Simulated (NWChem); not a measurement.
## Basis-set convergence for AuCl

```xyz
2

Au     0.0000     0.0000    -0.3990
Cl     0.0000     0.0000     1.8540
```
Charge 0, spin multiplicity 1.

The numbers come from NWChem runs, not from measurements. Structure: optimised with PBE0/def2-SVP with def2 effective core potentials on Au, a minimum by its harmonic frequencies.

Quantity: dipole moment at the level PBE.

Effective core potentials replace the inner electrons of Au; spin-orbit coupling is left out. The structure started from a generated list of species.

```json
[
 {"basis": "def2-SVP", "functions": "50", "dipole moment (D)": "2.88"},
 {"basis": "def2-SVPD", "functions": "62", "dipole moment (D)": "3.42"},
 {"basis": "def2-TZVP", "functions": "77", "dipole moment (D)": "3.29"},
 {"basis": "def2-TZVPD", "functions": "89", "dipole moment (D)": "3.33"},
 {"basis": "def2-TZVPP", "functions": "98", "dipole moment (D)": "3.25"},
 {"basis": "def2-QZVP", "functions": "142", "dipole moment (D)": "3.24"}
]
```

Smallest basis within 0.03 D of def2-QZVP, the largest set run: def2-TZVPP, with 98 functions against 142. def2-QZVP isn't the basis-set limit itself, and a small set can land close by cancellation.
